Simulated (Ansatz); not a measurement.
C₈H₁₆N₂O (relaxed from a model of 1-butyl-3-methylimidazolium hydroxide, whose bonding it doesn't keep). Charge 0, multiplicity 3. Geometry PBE-D4/def2-SVP, that of the neutral singlet; atoms count from 1.

```xyz
27

C     1.913    1.709    2.853
C     0.655    1.213    2.141
C     0.556   -0.316    2.098
C    -0.672   -0.866    1.360
N    -0.691   -0.571   -0.068
C    -1.153    0.624   -0.620
C    -1.073    0.480   -2.099
N    -0.110   -0.636   -2.185
C     0.216   -1.226   -3.461
C    -0.093   -1.332   -0.993
H     1.960    1.349    3.903
H     1.957    2.817    2.879
H     2.833    1.353    2.341
H    -0.251    1.618    2.647
H     0.613    1.602    1.100
H     1.471   -0.739    1.626
H     0.530   -0.722    3.135
H    -0.723   -1.968    1.473
H    -1.605   -0.452    1.796
H    -1.910    1.208   -0.083
H    -0.692    1.350   -2.686
H     1.037   -1.962   -3.338
H     0.563   -0.434   -4.156
H    -0.655   -1.733   -3.936
H     0.503   -2.227   -0.789
O    -2.328    0.198   -2.785
H    -2.848   -0.338   -2.152
```

At PBE0-D4/def2-TZVP a singlet of charge 0 lies 1.68 eV below the triplet at the same geometry.

(1) Estimate the Mulliken populations from the PBE0/def2-TZVP orbitals of Ansatz.

(2) Where does the spin sit?

(3) And the Mayer bond orders between heavy atoms (over 0.3)?

Answers

(1) 
| atom | charge (e) | spin (α − β) |
| --- | --- | --- |
| C1 | -0.36 | 0.00 |
| C2 | -0.21 | 0.00 |
| C3 | -0.18 | 0.02 |
| C4 | -0.16 | -0.05 |
| N5 | 0.03 | 0.20 |
| C6 | -0.25 | 0.82 |
| C7 | 0.08 | -0.05 |
| N8 | -0.04 | 0.12 |
| C9 | -0.29 | -0.01 |
| C10 | -0.25 | 0.85 |
| H11 | 0.11 | 0.00 |
| H12 | 0.13 | 0.00 |
| H13 | 0.12 | 0.00 |
| H14 | 0.09 | 0.00 |
| H15 | 0.12 | 0.00 |
| H16 | 0.10 | 0.00 |
| H17 | 0.09 | 0.01 |
| H18 | 0.11 | 0.03 |
| H19 | 0.11 | 0.02 |
| H20 | 0.14 | -0.02 |
| H21 | 0.11 | 0.02 |
| H22 | 0.13 | 0.00 |
| H23 | 0.12 | 0.00 |
| H24 | 0.11 | 0.03 |
| H25 | 0.15 | -0.05 |
| O26 | -0.43 | 0.06 |
| H27 | 0.30 | 0.01 |
Mulliken values depend strongly on the basis.

(2) Summed by element: C 1.57, N 0.32, H 0.05, O 0.06, of 2 unpaired in all. Largest on single atoms: C10 0.85, C6 0.82, N5 0.20.

(3) C1–C2 1.01 (1.53 Å); C2–C3 1.03 (1.53 Å); C3–C4 1.01 (1.53 Å); C4–N5 0.95 (1.46 Å); N5–C6 1.14 (1.39 Å); N5–C10 0.99 (1.34 Å); C6–C7 1.11 (1.49 Å); C7–N8 0.98 (1.48 Å); C7–O26 1.06 (1.46 Å); N8–C9 0.98 (1.44 Å); N8–C10 1.14 (1.38 Å).
